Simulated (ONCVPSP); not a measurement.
## How hard is this technetium ONCV potential?

* Element: technetium
* Generator: ONCVPSP 4.0.1
* Type: optimised norm-conserving Vanderbilt (ONCV)
* Functional: PBE
* Relativity: fully relativistic
* Frozen core: [Kr]
* Valence charge: 7
* Reference configuration: 4d5.5 5s1.5
* Partial waves: 5s: rc 2.35 bohr, ncon 4, nbas 7, qcut 2.4 1/bohr, 2 projectors, debl 1.6 Ha; p scattering state at 0.19 Ha: rc 2.20 bohr, ncon 4, nbas 8, qcut 3.1 1/bohr, 2 projectors, debl 0.4 Ha; 4d: rc 2.35 bohr, ncon 4, nbas 8, qcut 8.2 1/bohr, 3 projectors, debl 0.9 Ha
* Local potential: polynomial inside 2.15 bohr (lpopt 5, dvloc0 3 Ha)
* Core correction: Teter function fitted to the true core (icmod 2), fcfact 0.2

Open shells are filled in proportion to 2j + 1.

Question: For each optimised wave give the share of its norm inside rc, the residual kinetic energy above qcut (Ha) and the cutoffs (Ha) for errors of 10, 1, 0.1 and 0.01 mHa per electron.

Answer:

| wave | norm inside rc | residual KE | 10 mHa | 1 mHa | 0.1 mHa | 0.01 mHa |
| --- | --- | --- | --- | --- | --- | --- |
| 5s | 0.202 | 1.1e-03 | 1.7 | 2.9 | 10.3 | 21.7 |
| s projector 2 | 0.136 | 5.5e-02 | 7.0 | 27.2 | 32.6 | 43.5 |
| p projector 1 j=3/2 | 0.170 | 1.6e-02 | 7.7 | 38.4 | 46.4 | 72.7 |
| p projector 2 j=3/2 | 0.113 | 3.5e-03 | 2.6 | 43.6 | 56.7 | 75.5 |
| p projector 1 j=1/2 | 0.182 | 1.1e-02 | 5.1 | 37.2 | 44.5 | 68.8 |
| p projector 2 j=1/2 | 0.120 | 3.0e-03 | 2.7 | 34.5 | 55.9 | 73.6 |
| 4d j=5/2 | 0.795 | 1.9e-09 | 14.2 | 18.4 | 22.1 | 25.0 |
| d projector 2 j=5/2 | 0.207 | 1.9e-09 | 14.2 | 18.8 | 22.6 | 25.7 |
| d projector 3 j=5/2 | 0.196 | 8.5e-09 | 15.0 | 19.6 | 23.6 | 26.9 |
| 4d j=3/2 | 0.804 | 1.8e-09 | 14.4 | 18.6 | 22.2 | 25.1 |
| d projector 2 j=3/2 | 0.206 | 2.0e-09 | 14.3 | 18.9 | 22.7 | 25.8 |
| d projector 3 j=3/2 | 0.198 | 9.3e-09 | 15.1 | 19.8 | 23.8 | 27.0 |

The occupied waves need 19 Ha and 22 Ha for 1 and 0.1 mHa. Note: ghosts flagged at negative energy: p3/2 at -36.2 eV, p1/2 at -37.2 eV; GHOST(+) flagged for s at 69.2 eV. A true bound ghost makes a file unfit for plane-wave use.
